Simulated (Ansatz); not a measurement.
`[OH][Ti]([OH])([F])[I]` at its PBE0-D4/def2-TZVP geometry, where that method's forces vanish. Charge 0, multiplicity 1. I: def2 effective core potential.

```xyz
7

O     1.2864   -0.1114   -0.7460
Ti   -0.0836   -0.0887    0.3637
O    -1.5962   -0.1994   -0.5505
F     0.0199   -1.4079    1.5118
I    -0.0206    2.1471    1.6641
H     2.2218   -0.3139   -0.7779
H    -1.8276   -0.0259   -1.4650
```

(1) What forces (eV/Å) does B3LYP-D4/def2-TZVPP give on these atoms in Ansatz 0.2.0? (Estimate.)

Answers

(1) Ansatz gave: 
```
O1   0.288  0.003 -0.243
Ti2  0.007  0.187  0.100
O3  -0.332 -0.021 -0.179
F4   0.019 -0.316  0.284
I5   0.001  0.156  0.095
H6   0.047 -0.008 -0.016
H7  -0.031  0.000 -0.041
```

B3LYP here is the variant with VWN-RPA as its local correlation; programs differ in this.
